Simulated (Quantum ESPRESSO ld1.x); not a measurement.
Results of a calculation; reference values are marked as such.
Valence configurations of F II (all share [He]). Level of theory: Dirac Kohn-Sham, BLYP, spin-unpolarised, spherical densities, point nucleus; open shells fill j = l - 1/2 first (ld1.x of Quantum ESPRESSO 7.5). Energies are relative to 2s2 2p4; eigenvalues in eV.

valence      E (eV)  e(2p1/2)  e(2p3/2)  e(2s1/2)
2s2 2p4       0.000   -28.363   -28.288   -47.242
2s1.5 2p4.5   9.484   -28.418   -28.343   -47.326
2s1 2p5      18.984   -28.476   -28.401   -47.414
2s0.5 2p5.5  28.498   -28.538   -28.464   -47.507
2p6          38.027   -28.604   -28.530         -

NIST lists [He] 2s2 2p4 as the ground configuration; this level of theory agrees among the configurations tried. The energies are those of spherical spin-averaged densities, not of single terms.
